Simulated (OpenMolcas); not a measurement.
A calculation on Sb⁺.

```yaml
Program: OpenMolcas 26.06
Method: CASSCF
Basis: ANO-RCC-VTZP [7s6p4d2f1g]
Scalar_Hamiltonian: DKH2, point nucleus
Active_space: 4 electrons in 4 orbitals (5s 5p)
State_averaging: 2S+1 = 3 even, 6 roots (3 in the spin-orbit step); 2S+1 = 1 even, 6 roots kept (CI in the orbitals of an earlier block); 2S+1 = 5 odd, 1 root; 2S+1 = 3 odd, 9 roots kept (CI in the orbitals of an earlier block); 2S+1 = 1 odd, 8 roots kept (CI in the orbitals of an earlier block)
Spin-orbit_coupling: RASSI with atomic mean-field integrals over the reference wave functions, term energies averaged over their components
```

Task: Which level of the active space comes out lowest?

Result: 5s2 5p2 3P0, with 96 % of that term; it is also the measured ground level.

Task: How high does 5s2 5p2 3P2 lie?

Result: 5317 cm-1 above the lowest level; measured 5658 cm-1 above the ground level, so the calculation is off by -6 %.

Task: How high does 5s 5p3 3D* 3 lie?

Result: 72232 cm-1 above the lowest level; measured 67888 cm-1 above the ground level, so the calculation is off by +6 %.

Task: How high does 5s 5p3 5S* 2 lie?

Result: 39195 cm-1 above the lowest level; measured 51723 cm-1 above the ground level, so the calculation is off by -24 %.

Task: The level at 82918 cm-1 has J = 2. What is it made of, and what is its g factor?

Result: 91 % 5s 5p3 3P* 2, 7 % 5s 5p3 3D*; g = 1.475, against 1.501 from Landé's formula for the pure leading term.

Measured values: NIST Handbook of Basic Atomic Spectroscopic Data.

Some high roots are left out of the spin-orbit mixing, which shifts the levels that they would mix with. Terms from blocks run as CI alone lack orbitals of their own. Terms of s pⁿ other than that of highest spin mix with s² pⁿ⁻² d, which this space lacks; all of them can be thousands of cm-1 off, and some have no real level of that name. Measured partners are found by configuration, term and J. A level has none where our copy of the source lacks it or the pairing is in doubt (some pairs that miss far off the trend of their configuration count as doubtful), and it then counts in no deviation. Levels of configurations outside the active space are missing.

* marks odd parity.
